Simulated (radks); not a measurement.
All-electron atom: Mg2+ in [He] 2s2 3s2 2p(up 2, down 2) (spins set by hand, not the high-spin state). Calculated with a radial shooting solver on a logarithmic mesh with Libxc functionals: scalar-relativistic Kohn-Sham, r2SCAN, spin-polarised, spherical densities, finite nucleus; meta-GGA in the generalised Kohn-Sham scheme; Fermi nuclear charge, rms radius 3.057 fm.

X-ray form factor f0, the Fourier transform of the density (f0(0) = 10):

| sin(theta)/lambda (1/angstrom) | f0 (electrons) |
|---|---|
| 0.05 | 9.763 |
| 0.1 | 9.144 |
| 0.15 | 8.347 |
| 0.2 | 7.564 |
| 0.25 | 6.888 |
| 0.3 | 6.326 |
| 0.4 | 5.406 |
| 0.5 | 4.589 |
| 0.6 | 3.843 |
| 0.8 | 2.693 |
| 1 | 2.019 |
| 1.25 | 1.599 |
| 1.5 | 1.391 |
| 2 | 1.132 |
